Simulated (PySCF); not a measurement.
Ionisation of `CN(C)BN(C)C` (C4H13BN2)

Molecule: `CN(C)BN(C)C` (C4H13BN2). Numbering: `[CH3:1][N:2]([CH3:3])[BH:4][N:5]([CH3:6])[CH3:7]`

These are calculated values, ωB97X-D3(BJ)/ma-def2-TZVP in PySCF (grid level 2) at geometries from PBE0-D3(BJ)/def2-SVP. ωB97X-D3(BJ) is ωB97X-V with D3(BJ) in place of VV10. Zero-point and thermal terms (298.15 K, 1 bar) come from unscaled PBE0-D3(BJ)/def2-SVP harmonic frequencies, with soft modes damped to free rotors in the entropy.

Frontier levels of the parent: HOMO -8.26 eV, LUMO 0.85 eV.

Oxidation to the radical cation:
```
Vertical ionisation energy (electronic)              : 7.92 eV
Adiabatic ionisation energy (with zero-point energy) : 7.79 eV
Adiabatic, electronic part                           : 7.82 eV
Vertical gap at the product's structure              : 7.77 eV
Inner reorganisation energy (four-point)             : 153 meV
Relaxation of product / of parent                    : 104 / 49 meV
⟨S²⟩ of the product                                  : 0.787
Largest spin populations                             : N5 0.53, N2 0.53, B4 -0.20
Largest changes of atomic charge                     : N5 0.23, N2 0.23
Distances that move most (Å)                         : B4–H 1.215 → 1.200; B4–N5 1.422 → 1.432; N2–B4 1.422 → 1.431; C1–N2 1.441 → 1.447
```

Measured values (NIST Chemistry WebBook, evaluated or the median of agreeing entries): adiabatic ionisation energy 7.76 eV (computed 7.79, difference 0.03).

Structures, frequencies and single points took 56 min of wall time on 1 thread of Intel Xeon Platinum 8259CL @ 2.50GHz (shared host), launched as `OMP_NUM_THREADS=1 python redox_run.py task.json out`.
